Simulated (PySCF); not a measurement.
Compound: (FSi)4CH26 adamantane, C6H12F4Si4.
Bonds: Si1–F2, Si1–C3, Si1–C9, Si1–C13, C3–Si4, Si4–F5, Si4–C6, Si4–C14, C6–Si7, Si7–F8, Si7–C9, Si7–C10, C10–Si11, Si11–F12, Si11–C13, Si11–C14. Hydrogens: H15, H16 on C3; H17, H18 on C6; H19, H20 on C9; H21, H22 on C10; H23, H24 on C13; H25, H26 on C14.

The closed-shell ground state was solved at several levels (PySCF, density fitting, gas phase, non-relativistic). Geometry: PBE0-D3(BJ)/def2-SVP, one conformer, isolated molecule. The dipole stays under 0.02 D at every level.

```
         level  basis functions  total energy (Eh)  HOMO (eV)  LUMO (eV)  gap (eV)
 PBE0/pcSseg-1              326         -1792.3854      -8.77      -0.65      8.12
PBE0/def2-SVPD              404         -1791.6909      -8.75      -0.73      8.02
```

**Question.** Estimate the row for wB97X-D/pcSseg-1, a basis of 326 functions; the other rows only guide the guess.

**Answer.** Total energy -1793.3247 Eh, HOMO -10.64 eV, LUMO 1.21 eV, gap 11.85 eV.

**Question.** Over all these levels, which gives the widest orbital gap and which the narrowest?

**Answer.** wB97X-D/pcSseg-1 (range-separated hybrid) has the widest, 11.85 eV, and PBE0/def2-SVPD (global hybrid, 25 % exact exchange) the narrowest, 8.02 eV. Functional and basis both differ between the two, so the spread mixes both effects.

Note: wB97X-D ran without an empirical dispersion term, which enters the total energy and its gradient alone.
